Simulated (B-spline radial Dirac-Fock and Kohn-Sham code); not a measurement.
# Width and fluorescence yield of the L2 (2p1/2) hole, Rh to Pm

The computed values come from a radial finite-basis atomic code: one-electron (LDA, Dirac) transition rates at Dirac-Fock energies. Free neutral atoms. Recommended widths: Campbell and Papp (2001); yields: xraylib tables.

```
 Z  element  Γ (eV)  recommended Γ       ω  Coster-Kronig yield  tabulated ω
45       Rh    2.13           2.13  0.0465                0.147       0.0430
46       Pd    2.25           2.23  0.0504                0.154       0.0470
47       Ag    2.35           2.32  0.0546                0.157       0.0510
48       Cd    2.45           2.42  0.0589                0.161       0.0560
49       In    2.56           2.53  0.0635                0.164       0.0610
50       Sn    2.66           2.64  0.0684                0.167       0.0700
51       Sb    2.76           2.74  0.0735                0.169       0.0840
52       Te       ?              ?       ?                    ?            ?
53        I    2.97           2.95  0.0844                0.173       0.0790
54       Xe    3.08           3.05  0.0902                0.175       0.0830
55       Cs    3.18           3.15  0.0964                0.176       0.0900
56       Ba    3.28           3.25   0.103                0.177       0.0960
57       La    3.39           3.35   0.110                0.177        0.103
58       Ce    3.46           3.41   0.118                0.175        0.110
59       Pr    3.51           3.48   0.126                0.171        0.117
60       Nd    3.59           3.55   0.135                0.169        0.124
61       Pm    3.66           3.63   0.144                0.167        0.132
```

Question: What does the model give for Te?

Answer: Γ = 2.87 eV, ω = 0.0788, Coster-Kronig yield 0.171; the recommended width is 2.84 eV; the tabulated yield is 0.0740.
